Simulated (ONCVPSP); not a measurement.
## Before and after: ONCV potential for iridium

* Element: Ir (Z = 77)
* Generator: ONCVPSP 4.0.1
* Type: optimised norm-conserving Vanderbilt (ONCV)
* Functional: PBEsol
* Relativity: fully relativistic
* Frozen core: [Kr] 4d10 4f14
* Valence charge: 17
* Reference configuration: 5s2 5p6 5d7 6s1.5 (charge +0.5)
* Partial waves: 5s+6s: rc 1.70 bohr, ncon 4, nbas 8, qcut 6.3 1/bohr, 2 projectors; 5p: rc 1.25 bohr, ncon 3, nbas 8, qcut 7.4 1/bohr, 1 projector; 5d: rc 2.50 bohr, ncon 3, nbas 8, qcut 6.5 1/bohr, 2 projectors, debl 2.8 Ha
* Local potential: polynomial inside 0.95 bohr (lpopt 3, dvloc0 0 Ha)
* Core correction: Teter function, fcfact 4, rcfact 1.8

Open shells are filled in proportion to 2j + 1.

All-electron outer shells of the reference configuration (PBEsol, scalar-relativistic, ld1.x):

| shell | level (eV) | outermost node (bohr) | outermost maximum (bohr) |
| --- | --- | --- | --- |
| 5s | -102.06 | 0.50 | 0.89 |
| 4f | -66.25 | – | 0.39 |
| 5p | -58.76 | 0.54 | 1.01 |
| 5d | -11.14 | 0.59 | 1.29 |
| 6s | -9.90 | 1.17 | 2.35 |

Change: core correction Teter function, fcfact 5.9, rcfact 1.8.

Cutoffs: the cutoffs (Ha) at which the residual kinetic energy of the hardest occupied pseudo-wave falls to 1 and 0.1 mHa per electron; they do not see the model core or the augmentation charge, which bear on the density cutoff. Errors are all-electron minus pseudo energies relative to the spin-unpolarised reference configuration.

Question: Predict the effect on cutoff, ghosts and configuration errors.

Answer: The potential gets neither clearly harder nor softer (27 Ha and 138 Ha → 27 Ha and 138 Ha); of the 4 tests that both files solve, the error grows in 2 and shrinks in 0 by more than 15 % and 0.3 meV (median size 7.3 → 9.6 meV); neither file shows a bound ghost. A model core, the more so a compact one, raises the density cutoff, which this test does not measure.

| quantity | base | changed |
| --- | --- | --- |
| cutoff, loose | 27 Ha | 27 Ha |
| cutoff, tight | 138 Ha | 138 Ha |
| bound ghosts | none | none |
| GHOST(+) flags under 300 eV | s at 76.6 eV | s at 76.6 eV |
| error for 5s2 5p6 5d7 6s2, meV [ΔE -4.06 eV] | -0.5 | -0.7 |
| error for 5s2 5p6 5d7 6s1, meV [ΔE 5.87 eV] | -0.8 | -1.1 |
| error for 5s2 5p6 5d7 6s0, meV [ΔE 23.38 eV] | -14 | -18 |
| error for 5s2 5p6 5d6 6s2 6p1, meV [ΔE 3.08 eV] | +147 | +142 |
| s: phases at 1.73 bohr within 0.05 rad from the reference energy up to (Ha; the scan ends near 5) | 2.4 | 2.4 |
| p3/2: phases at 1.27 bohr within 0.05 rad from the reference energy up to (Ha; the scan ends near 5) | 1.2 | 1.2 |
| p1/2: phases at 1.27 bohr within 0.05 rad from the reference energy up to (Ha; the scan ends near 5) | 1.0 | 1.0 |
| d5/2: phases at 2.53 bohr within 0.05 rad from the reference energy up to (Ha; the scan ends near 5) | to the end of the scan | to the end of the scan |
| d3/2: phases at 2.53 bohr within 0.05 rad from the reference energy up to (Ha; the scan ends near 5) | 4.9 | 4.9 |
| rms error of d²Exc/dni dnj with the model core, mHa | 1.88 | 2.64 |
